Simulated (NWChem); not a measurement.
System: HSeOBr; SMILES Br[Se]O

The following NWChem deck was run.

```
start job
memory heap 200 mb stack 900 mb global 1100 mb
geometry units angstroms noautoz
  Se     0.374112     0.942098    -0.015884
  Br    -0.017489    -1.393005     0.009014
  O     -1.290551     1.649318     0.096979
  H     -1.633375     1.675561    -0.821526
end
basis spherical
  Se library 6-31g*
  Br library 6-31g*
  O library 6-31g*
  H library 6-31g*
end
dft
  xc b3lyp
  iterations 150
  vectors input atomic output neutral.movecs
end
task dft energy
charge 1
dft
  odft
  mult 2
  vectors input atomic output cation.movecs
end
task dft energy
```

Excerpt of the output:

```
             Northwest Computational Chemistry Package (NWChem) 7.3.0
             --------------------------------------------------------

 C1  symmetry detected

                             Geometry "geometry" -> ""
                             -------------------------

 Output coordinates in angstroms (scale by  1.889725989 to convert to a.u.)

  No.       Tag          Charge          X              Y              Z
 ---- ---------------- ---------- -------------- -------------- --------------
    1 Se                  34.0000     0.40030106     0.95463253     0.00291449
    2 Br                  35.0000    -0.05954898    -1.36812593     0.00580095
    3 O                    8.0000    -1.24573082     1.70970802     0.06955633
    4 H                    1.0000    -1.56017529     1.74923736    -0.85857649

 Effective nuclear repulsion energy (a.u.)     407.6735020555

                                 NWChem DFT Module
                                 -----------------

 Summary of "ao basis" -> "ao basis" (spherical)
 ------------------------------------------------------------------------------
       Tag                 Description            Shells   Functions and Types
 ---------------- ------------------------------  ------  ---------------------
 Se                          6-31g*                 12       32   5s4p3d
 Br                          6-31g*                 12       32   5s4p3d
 O                           6-31g*                  6       14   3s2p1d
 H                           6-31g*                  2        2   2s

            General Information
            -------------------
          SCF calculation type: DFT
          Wavefunction type:  closed shell.
          No. of atoms     :     4
          No. of electrons :    78
           Alpha electrons :    39
            Beta electrons :    39
          Charge           :     0
          Spin multiplicity:     1
          Use of symmetry is: off; symmetry adaption is: off
          Maximum number of iterations: 150
          AO basis - number of functions:    80
                     number of shells:    32
          Convergence on energy requested:  1.00D-06
          Convergence on density requested:  1.00D-05
          Convergence on gradient requested:  5.00D-04

              XC Information
              --------------
                         B3LYP Method XC Potential
                     Hartree-Fock (Exact) Exchange  0.200
                        Slater Exchange Functional  0.800 local
                    Becke 1988 Exchange Functional  0.720 non-local
              Lee-Yang-Parr Correlation Functional  0.810
                  VWN I RPA Correlation Functional  0.190 local

             Grid Information
             ----------------
          Grid used for XC integration:  medium
          Radial quadrature: Mura-Knowles
          Angular quadrature: Lebedev.
          Tag              B.-S. Rad. Rad. Pts. Rad. Cut. Ang. Pts.
          ---              ---------- --------- --------- ---------
          Se                  1.15      112           8.0       590
          Br                  1.15      112          10.0       590
          O                   0.60       49          10.0       434
          H                   0.35       45          10.0       434
          Grid pruning is: on
          Number of quadrature shells:   318
          Spatial weights used:  Erf1

      Superposition of Atomic Density Guess
      -------------------------------------

 Sum of atomic energies:       -5046.84520657

      Non-variational initial energy
      ------------------------------

 Total energy =   -5047.147756
 1-e energy   =   -7841.392459
 2-e energy   =    2386.571201
 HOMO         =      -0.226943
 LUMO         =      -0.068285

   convergence    iter        energy       DeltaE   RMS-Dens  Diis-err
 ---------------- ----- ----------------- --------- --------- ---------
 d= 0,ls=0.0,diis     1  -5050.9060314097 -5.46D+03  1.61D-02  5.34D-01
 d= 0,ls=0.0,diis     2  -5050.8567086048  4.93D-02  1.03D-02  9.38D-01
 d= 0,ls=0.0,diis     3  -5050.9573521189 -1.01D-01  2.93D-03  1.19D-01
 d= 0,ls=0.0,diis     4  -5050.9671097164 -9.76D-03  1.76D-03  1.19D-02
 d= 0,ls=0.0,diis     5  -5050.9685199956 -1.41D-03  5.98D-04  2.18D-03
  Resetting Diis
 d= 0,ls=0.0,diis     6  -5050.9688062359 -2.86D-04  7.08D-05  4.12D-05
 d= 0,ls=0.0,diis     7  -5050.9688110784 -4.84D-06  1.66D-05  1.13D-06
 d= 0,ls=0.0,diis     8  -5050.9688110842 -5.77D-09  8.91D-06  1.06D-06

         Total DFT energy =    -5050.968811084213
      One electron energy =    -7841.005628399615
           Coulomb energy =     2569.818242229203
    Exchange-Corr. energy =     -187.454926969316
 Nuclear repulsion energy =      407.673502055514

 Numeric. integr. density =       77.999995424836

                       DFT Final Molecular Orbital Analysis
                       ------------------------------------

 Vector   37  Occ=2.000000D+00  E=-3.231079D-01
              MO Center= -1.1D-01, -5.4D-01, -3.5D-02, r^2= 3.0D+00
   Bfn.  Coefficient  Atom+Function         Bfn.  Coefficient  Atom+Function
  ----- ------------  ---------------      ----- ------------  ---------------
    45      0.618275  2 Br pz                13      0.304615  1 Se pz
    41     -0.278683  2 Br pz                49      0.265726  2 Br pz
    44      0.159694  2 Br py                67      0.144421  3 O  px
    69     -0.134418  3 O  pz                68      0.131584  3 O  py
     9     -0.129214  1 Se pz                17      0.113823  1 Se pz

[...]
```

Level: B3LYP/6-31G* (spherical d), vertical spin-unrestricted ions. Geometry: optimised at PBE-D3(BJ)/def2-SVP.
